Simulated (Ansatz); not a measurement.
`B[Si](C)(O)F`. Charge 0, multiplicity 1. All single points use the PBE0-D4/def2-TZVP geometry. It is one conformer, not always the lowest.

```xyz
11

B     1.273   -1.237    0.798
Si   -0.081   -0.329   -0.382
C    -0.264    1.489   -0.036
O    -1.484   -1.158   -0.167
F     0.322   -0.435   -1.938
H     2.319   -1.646    0.389
H     1.060   -1.352    1.969
H    -0.589    1.660    0.993
H     0.680    2.018   -0.191
H    -1.005    1.934   -0.707
H    -2.232   -0.945   -0.727
```

(1) What is the dipole moment at PBE/def2-TZVPP? (Best estimate.)

(2) And with r2SCAN, B3LYP, ωB97M-V? (Best estimate.)

(3) Give the Mulliken charges with PBE, r2SCAN, B3LYP in def2-TZVPP. (Estimate.)

Answers

(1) Computed: 1.58 D, with components (-0.84, 1.23, 0.53) D in this frame, pointing from negative to positive charge.

(2) Computed: r2SCAN 1.60 D, B3LYP 1.57 D, ωB97M-V 1.56 D.

(3) The calculation gave: 
```csv
atom,PBE,r2SCAN,B3LYP
B1,-0.11,-0.10,-0.13
Si2,0.58,0.73,0.68
C3,-0.40,-0.34,-0.41
O4,-0.36,-0.42,-0.40
F5,-0.29,-0.34,-0.34
H6,0.05,0.02,0.06
H7,0.04,0.02,0.05
H8,0.11,0.08,0.11
H9,0.11,0.08,0.10
H10,0.10,0.07,0.09
H11,0.18,0.20,0.18
```

B3LYP here is the variant with VWN-RPA as its local correlation; programs differ in this.
